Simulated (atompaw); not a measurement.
How hard is this As PAW (atompaw) potential?

```json
{
  "Element": "arsenic",
  "Generator": "atompaw 4.2.0.5",
  "Type": "PAW",
  "Functional": "LDA (PW92)",
  "Relativity": "scalar-relativistic",
  "Frozen core": "[Ne] 3s2",
  "Valence charge": "21",
  "Reference configuration": "3p6 3d10 4s2 4p3",
  "Partial waves": "4s (bound): rc 1.60 bohr; 4s channel at 0.3 Ry: rc 1.60 bohr; 3p (bound): rc 0.90 bohr; 4p (bound): rc 1.60 bohr; 3d (bound): rc 0.90 bohr; 3d channel at -1.55 Ry: rc 0.90 bohr",
  "Local potential": "troulliermartins scheme with l = 3 at 0 Ry, radius 1.15 bohr",
  "Core correction": "smooth core density matched at 1.35 bohr",
  "Augmentation charge": "besselshape compensation charge, radius 1.20 bohr; PAW radius 1.60 bohr; waves and projectors: custom rrkj gramschmidtortho"
}
```

The pseudo-atom Hamiltonian at the reference potential is diagonalised in spherical Bessel functions j_l(qr) that vanish at 20 bohr, with q² up to the cutoff. All-electron valence levels (Ry): 4s -1.0804, 3p -9.8059, 4p -0.3926, 3d -3.0059.

Question: How do the lowest levels (Ry) of each channel move with the cutoff, and are there ghosts?

Answer:

```tsv
cutoff (Ry)	s #1	s #2	s #3	p #1	p #2	d #1	d #2	f #1	Σ f·Δε (mRy)
8	-1.0690	-0.0328	0.0672	-0.3914	0.0286	0.0601	0.1281	0.1136	87172.0
25	-1.0818	-0.5853	-0.0336	-1.3332	-0.3920	-0.0269	0.0728	0.1136	80628.9
50	-8.7313	-1.0804	-0.0338	-9.1915	-0.3927	-1.6939	0.0635	0.1136	16804.4
100	-9.5024	-1.0805	-0.0338	-9.8033	-0.3927	-2.9487	0.0626	0.1136	585.4
180	-9.5086	-1.0805	-0.0338	-9.8056	-0.3927	-3.0041	0.0626	0.1136	18.3
400	-9.5092	-1.0805	-0.0338	-9.8058	-0.3927	-3.0058	0.0626	0.1136	0.0
```

Result: ghost state, extra bound levels that the all-electron valence spectrum of the same l lacks: s at -129.4 eV (a true bound ghost makes a file unfit for plane-wave use); 10 mRy is reached at 200 Ry and 1 mRy at over 300 Ry.
